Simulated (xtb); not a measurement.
F5Si2 (SMILES F[Si](F)[Si](F)(F)F), doublet, geometry from GFN2-xTB. Base run: GFN2-xTB (xtb).

Here is a job for xtb.
```
$ xtb mol.xyz --gfn 2 --uhf 1 --json

# file mol.xyz
7

F      1.92071283    -1.45494009    -0.00159091
Si     1.29120465    -0.04621676    -0.45500175
F      2.17893296     0.90363565     0.49161443
Si    -0.89795116     0.08724035     0.05293148
F     -1.64658750    -0.12127352     1.44202576
F     -1.39908948     1.52197224    -0.39869112
F     -1.66569646    -0.91320875    -0.90791551
```

Each row names what was changed in the base input (with any setting that the change needs).

```tsv
change	ΔE vs base (mEh)	dipole (D)	SCF cycles
base	0.000	1.23	13
acc = 0.1	0.000	1.23	15
acc = 0.0001	0.000	1.23	19
etemp = 3000	-0.077	1.23	13
acc = 30	0.000	1.23	10
alpb = ether	2.067	1.30	12
```

ALPB and GBSA are two models with their own fitted parameters for each solvent, which aren't always the measured dielectric constant.
